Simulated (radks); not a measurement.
Results of a calculation; reference values are marked as such.
Au, 79 electrons, occupied as [Xe] 4f14 5d10 6s1.

Code: a radial shooting solver on a logarithmic mesh with Libxc functionals. Model: non-relativistic Kohn-Sham, PBE, spin-polarised, spherical densities, point nucleus; open shells are filled with parallel spins first (spin-orbit coupling, left out, can overturn this in heavy ions); relativity is left out, which matters for an element this heavy.

Energy parts (Ry):
total: -35738.2849
kinetic: 35729.5675
electron-nucleus: -85126.8868
Hartree: 14342.8118
exchange-correlation: -683.7774

Orbitals (lengths in bohr, moments of r in powers of bohr):
orbital  occ.  eigenvalue (Ry)      <r>       <r^4>
1s up       1        -5370.770  0.01916   6.068e-07
1s down     1        -5370.769  0.01916   6.068e-07
2s up       1        -896.2539  0.08072  0.00009769
2s down     1        -896.2540  0.08072  0.00009769
2p up       3        -861.6499  0.06821  0.00006118
2p down     3        -861.6499  0.06821  0.00006118
3s up       1        -209.7479   0.2037    0.003323
3s down     1        -209.7476   0.2037    0.003323
3p up       3        -193.4366   0.1941    0.002939
3p down     3        -193.4364   0.1941    0.002939
3d up       5        -163.0073   0.1695    0.001957
3d down     5        -163.0073   0.1695    0.001957
4s up       1        -44.23125   0.4487     0.07388
4s down     1        -44.23078   0.4487     0.07388
4p up       3        -37.19477   0.4528     0.07973
4p down     3        -37.19429   0.4528     0.07973
4d up       5        -24.26053   0.4609     0.09481
4d down     5        -24.26005   0.4609     0.09481
4f up       7         -6.93585   0.4867      0.1646
4f down     7         -6.93534   0.4867      0.1646
5s up       1         -6.20751    1.028       2.058
5s down     1         -6.20768    1.028       2.053
5p up       3         -3.98532    1.120       3.088
5p down     3         -3.98441    1.119       3.065
5d up       5         -0.59743    1.588       19.25
5d down     5         -0.58308    1.567       17.82
6s up       1         -0.32506    3.351       291.6
6s down     0         -0.27224    3.343       289.6

The highest occupied level is 6s up at -4.423 eV. Spin moment in Bohr magnetons: 1. The density falls to 0.001 e/bohr^3 at r = 4.38 bohr. The electron density at the nucleus is 3.538e+05 e/bohr^3.
